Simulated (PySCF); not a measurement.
Si(Cl)(H)2(OAc) (C2H5ClO2Si), SMILES CC(O[SiH2]Cl)=O.

Geometry: PBE0-D3(BJ)/def2-SVP. One conformer was computed; it need not be the lowest.

Two levels are set side by side: TDA-PBE/def2-SVPD (PySCF) and TDA-PBE0/def2-SVPD (PySCF). Vertical, same geometry. The lowest singlet is HOMO→LUMO 99 % with PBE and HOMO→LUMO 88 % with the other functional; states are paired by order. Differences are taken from unrounded values.

```tsv
quantity	TDA-PBE0	TDA-PBE	TDA-PBE minus TDA-PBE0
lowest singlet excitation (eV)	5.77	5.37	-0.40
lowest triplet excitation (TDA) (eV)	5.21	4.91	-0.30
first bright state (f over 0.05) (eV)	8.24	7.33	-0.91
its oscillator strength	0.09	0.05	-0.03
```

Functionals without exact exchange tend to place singlet excitations lower, as here. Differences between two approximate levels are no errors against the true value.

Rough cost on one machine, each run with all the roots and properties that it gave: TDA-PBE0 against TDA-PBE about 2 times.
